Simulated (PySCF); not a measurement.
## Correlation energy of S²⁺ (sulfur, charge +2)

[Ne] 3s2 3p2, high-spin 3P determinant. All numbers are calculated (PySCF 2.14, the non-relativistic Hamiltonian (point nucleus), in cc-pV(D+d)Z (4s3p2d, 23 functions)). Frozen: [Ne]; 4 electrons correlated.

MP2 pair energies summed by pair of shells (mhartree):

```json
{"pair": "3s-3p", "energy": "-32.99", "share (%)": "61.0"}
{"pair": "3s-3s", "energy": "-15.34", "share (%)": "28.4"}
{"pair": "3p-3p", "energy": "-5.75", "share (%)": "10.6"}
```

Total MP2 correlation energy: -54.08 mhartree.

Same-spin part -8.63 and opposite-spin part -45.45 mhartree; SCS-MP2 scales them by 1/3 and 6/5 to -57.41 mhartree.

```json
{"level": "CCSD", "correlation energy (mhartree)": "-77.26"}
{"level": "(T)", "correlation energy (mhartree)": "-0.94"}
{"level": "CCSD(T)", "correlation energy (mhartree)": "-78.20"}
```

Diagnostics: T1 = 0.0077, D1 = 0.0208, largest double amplitude 0.107.

Q: Is a single reference adequate?

A: Mostly. T1 lies below 0.03, but a double amplitude of this size points to a near-degeneracy that CCSD handles and MP2 describes poorly.
